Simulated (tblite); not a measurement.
Species: C₅H₁₆AlN.
Atom-mapped SMILES: `[CH3:1][CH2:2][CH2:3][AlH2-:4][NH+:5]([CH3:6])[CH3:7]` (hydrogens: H8, H9, H10 on C1; H11, H12 on C2; H13, H14 on C3; H15, H16 on Al4; H17 on N5; H18, H19, H20 on C6; H21, H22, H23 on C7)

Computed with GFN2-xTB (tblite), gas phase: L-BFGS steps from a force-field or distance-geometry start until the largest atomic force falls under 0.01 eV/Å.

Step 4: E = -621.6370 eV
```
atom  x, y, z in Å  |  force x, y, z in eV/Å
C1      3.1408    0.2013   -0.5232    0.036   0.049   0.037
C2      2.2040   -0.9703   -0.2483    0.086  -0.107  -0.070
C3      1.1185   -0.6568    0.7896    0.223  -0.153  -0.051
Al4     0.1232    0.9786    0.3243   -0.147  -0.199  -0.201
N5     -1.8498    0.1549    0.2073    0.250   0.175   0.065
C6     -2.8107    1.1728   -0.1932    0.005  -0.035  -0.022
C7     -1.9483   -1.0098   -0.6811    0.026   0.142   0.072
H8      4.1184   -0.1510   -0.8374    0.097  -0.039  -0.065
H9      2.7563    0.8545   -1.2983   -0.179   0.020  -0.096
H10     3.2707    0.8143    0.3611    0.031  -0.002   0.251
H11     1.7271   -1.2539   -1.1871   -0.003  -0.098  -0.103
H12     2.7937   -1.8254    0.0883    0.120  -0.130   0.010
H13     0.5478   -1.5814    0.9460   -0.007  -0.142   0.121
H14     1.6325   -0.4682    1.7438    0.017  -0.070   0.104
H15    -0.0164    1.9383    1.4963   -0.297   0.446   0.296
H16     0.3403    1.5637   -1.0889   -0.258   0.131  -0.221
H17    -2.0969   -0.1371    1.1518    0.183   0.082   0.030
H18    -2.6228    2.1213    0.3051    0.072  -0.060   0.195
H19    -2.6920    1.3365   -1.2588   -0.032   0.170  -0.129
H20    -3.8184    0.8165    0.0167   -0.279   0.230  -0.045
H21    -0.9864   -1.1782   -1.1632    0.063  -0.024   0.013
H22    -2.2484   -1.8986   -0.1360    0.041  -0.154   0.001
H23    -2.6879   -0.7950   -1.4457   -0.047  -0.232  -0.190
```

Step 5: E = -621.6689 eV
```
atom  x, y, z in Å  |  force x, y, z in eV/Å
C1      3.1406    0.1953   -0.5216    0.101   0.214  -0.049
C2      2.2040   -0.9739   -0.2483    0.219  -0.237  -0.098
C3      1.1209   -0.6638    0.7886    0.103  -0.137   0.029
Al4     0.1411    0.9896    0.3249   -0.304  -0.246  -0.153
N5     -1.8458    0.1583    0.2031    0.071   0.105   0.074
C6     -2.8146    1.1699   -0.1911   -0.033   0.148  -0.014
C7     -1.9491   -1.0109   -0.6792    0.020  -0.025   0.036
H8      4.1242   -0.1480   -0.8397   -0.028  -0.033  -0.034
H9      2.7511    0.8535   -1.2946   -0.138  -0.036  -0.050
H10     3.2704    0.8104    0.3621    0.035  -0.022   0.256
H11     1.7309   -1.2558   -1.1900   -0.014  -0.110  -0.076
H12     2.8024   -1.8276    0.0850    0.046  -0.106  -0.001
H13     0.5502   -1.5922    0.9538    0.039  -0.002   0.057
H14     1.6314   -0.4720    1.7449    0.048  -0.071   0.092
H15    -0.0346    1.9525    1.5040   -0.234   0.350   0.182
H16     0.3233    1.5669   -1.1004   -0.209   0.127  -0.158
H17    -2.0882   -0.1289    1.1502    0.202   0.057   0.037
H18    -2.6177    2.1186    0.3110    0.021  -0.137   0.160
H19    -2.6913    1.3441   -1.2548   -0.054   0.142  -0.136
H20    -3.8359    0.8298    0.0119   -0.026   0.190  -0.038
H21    -0.9858   -1.1750   -1.1630    0.038  -0.052   0.046
H22    -2.2471   -1.9096   -0.1332    0.102   0.092  -0.104
H23    -2.6853   -0.8045   -1.4544   -0.004  -0.211  -0.055
```

**Question.** Estimate the geometry and energy of step 6. (The exact step hangs on the optimiser's Hessian estimate; all steps are aligned on step 5, rigid shifts and turns removed.)

**Answer.** E = -621.6974 eV, largest force 0.424 eV/Å
```
atom  x, y, z in Å  |  force x, y, z in eV/Å
C1      3.1423    0.1938   -0.5205    0.088   0.221  -0.071
C2      2.2082   -0.9807   -0.2506    0.248  -0.221  -0.074
C3      1.1259   -0.6726    0.7881    0.012  -0.068   0.062
Al4     0.1497    0.9942    0.3225   -0.379  -0.186  -0.040
N5     -1.8409    0.1636    0.2000   -0.146  -0.001   0.017
C6     -2.8184    1.1700   -0.1902   -0.042   0.240  -0.022
C7     -1.9489   -1.0112   -0.6772    0.025  -0.123  -0.024
H8      4.1287   -0.1461   -0.8425   -0.113   0.006  -0.012
H9      2.7435    0.8521   -1.2926   -0.081  -0.069   0.018
H10     3.2708    0.8065    0.3681    0.030  -0.061   0.178
H11     1.7341   -1.2599   -1.1941    0.014  -0.111  -0.027
H12     2.8112   -1.8323    0.0823    0.017  -0.095  -0.022
H13     0.5531   -1.6019    0.9619    0.079   0.083   0.000
H14     1.6314   -0.4768    1.7476    0.073  -0.074   0.048
H15    -0.0552    1.9718    1.5141   -0.166   0.177  -0.008
H16     0.3042    1.5724   -1.1137   -0.174   0.095  -0.070
H17    -2.0765   -0.1207    1.1502    0.203   0.050   0.022
H18    -2.6128    2.1139    0.3197   -0.016  -0.137   0.126
H19    -2.6920    1.3537   -1.2537   -0.066   0.114  -0.082
H20    -3.8516    0.8453    0.0070    0.191   0.135  -0.031
H21    -0.9846   -1.1733   -1.1619    0.023  -0.063   0.066
H22    -2.2439   -1.9178   -0.1325    0.133   0.252  -0.137
H23    -2.6831   -0.8172   -1.4627    0.048  -0.161   0.080
```

The energy changes by -0.0285 eV. The first-order estimate −F·Δx gives -0.0397 eV and the mean of the old and new forces, exact on a quadratic surface, -0.0285 eV. The step makes an angle of 51° with the force vector and moves no atom by more than 0.030 Å.

The cost below is that of the whole relaxation. Time: 0.91 s. Hardware: one thread, Arm Neoverse V2 (aarch64), shared host with 32 logical CPUs at a one-minute load of 27.
